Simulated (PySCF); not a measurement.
Ge(F)(NH2) (FGeH2N), SMILES [NH2][Ge][F] (connectivity only; charge and spin as stated), neutral, multiplicity 1.

Coordinates come from a PBE0-D3(BJ)/def2-TZVP optimisation. Other conformers were not sampled.

Computed with PySCF with B3LYP/def2-TZVPD.

Symmetry labels are those of the subgroup Cs that the program uses (full group Cs).

Computed valence orbital energies around the gap with their symmetry:
```csv
orbital,symmetry,energy (eV)
HOMO−7,A',-23.32
HOMO−6,A',-14.63
HOMO−5,A',-13.85
HOMO−4,A',-11.62
HOMO−3,A",-10.84
HOMO−2,A',-10.53
HOMO−1,A",-7.97
HOMO,A',-7.66
LUMO,A",-1.84
LUMO+1,A',-0.28
LUMO+2,A',0.16
LUMO+3,A',1.04
```
